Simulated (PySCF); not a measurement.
Isomers of C6H7ClF2, mass 152.020 u with the commonest isotopes. The calculation used B3LYP/def2-SVPD in PySCF (dipole) on a GFN2-xTB geometry, gas phase. One conformer each, none proved a minimum here; rigid rotors.

Question: Order these by out-of-plane moment Σ m c² = (Ia + Ib − Ic)/2, smallest first.
A. `[F:1][CH:2]([F:3])[C@@H:4]1[CH2:5][CH:6]=[C:7]([Cl:8])[CH2:9]1` with F1–C2–C4–C5 179°, C2–C4–C5–C6 -100°, C4–C5–C6–C7 -12°, C6–C7–C9–C4 12°, C2–C4–C9–C7 100°
B. `[CH2:1]=[C:2]([F:3])/[C:4]([F:5])=[C:6](\[Cl:7])[CH2:8][CH3:9]` with C1–C2–C4–F5 1°, C4–C6–C8–C9 -104°
C. `[CH3:1][CH2:2]/[CH:3]=[C:4]([F:5])\[C:6]([Cl:7])=[CH:8]/[F:9]` with C1–C2–C3–C4 141°, C3–C4–C6–Cl7 -136°

Answer: B (21.67 u·Å²), A (36.89 u·Å²), C (83.25 u·Å²).

Question: Order these by rotational constant B, smallest first.
A. `[CH2:1]=[C:2]([F:3])/[C:4]([F:5])=[C:6](\[Cl:7])[CH2:8][CH3:9]` with C1–C2–C4–F5 1°, C4–C6–C8–C9 -104°
B. `[F:1][CH:2]([F:3])[C@@H:4]1[CH2:5][CH:6]=[C:7]([Cl:8])[CH2:9]1` with F1–C2–C4–C5 179°, C2–C4–C5–C6 -100°, C4–C5–C6–C7 -12°, C6–C7–C9–C4 12°, C2–C4–C9–C7 100°
C. `[CH3:1][CH2:2]/[CH:3]=[C:4]([F:5])\[C:6]([Cl:7])=[CH:8]/[F:9]` with C1–C2–C3–C4 141°, C3–C4–C6–Cl7 -136°

Answer: B (738.0 MHz), C (889.3 MHz), A (1063 MHz).

Question: Order these by dipole moment, largest first.
A. `[F:1][CH:2]([F:3])[C@@H:4]1[CH2:5][CH:6]=[C:7]([Cl:8])[CH2:9]1` with F1–C2–C4–C5 179°, C2–C4–C5–C6 -100°, C4–C5–C6–C7 -12°, C6–C7–C9–C4 12°, C2–C4–C9–C7 100°
B. `[CH2:1]=[C:2]([F:3])/[C:4]([F:5])=[C:6](\[Cl:7])[CH2:8][CH3:9]` with C1–C2–C4–F5 1°, C4–C6–C8–C9 -104°
C. `[CH3:1][CH2:2]/[CH:3]=[C:4]([F:5])\[C:6]([Cl:7])=[CH:8]/[F:9]` with C1–C2–C3–C4 141°, C3–C4–C6–Cl7 -136°

Answer: C (2.13 D), A (1.73 D), B (1.43 D).

```json
{"SMILES": "FC(F)[C@@H]1CC=C(Cl)C1", "point group": "C1", "Ia (u·Å²)": "177.23", "Ib (u·Å²)": "684.77", "Ic (u·Å²)": "788.23", "κ": "-0.91", "μa (D)": "0.75", "μb (D)": "1.45", "μc (D)": "0.57"}
{"SMILES": "CC/C=C(F)\\C(Cl)=C/F", "point group": "C1", "Ia (u·Å²)": "294.15", "Ib (u·Å²)": "568.26", "Ic (u·Å²)": "695.91", "κ": "-0.67", "μa (D)": "1.44", "μb (D)": "1.30", "μc (D)": "0.88"}
{"SMILES": "C=C(F)/C(F)=C(\\Cl)CC", "point group": "C1", "Ia (u·Å²)": "263.22", "Ib (u·Å²)": "475.40", "Ic (u·Å²)": "695.28", "κ": "-0.44", "μa (D)": "0.59", "μb (D)": "1.30", "μc (D)": "0.03"}
```
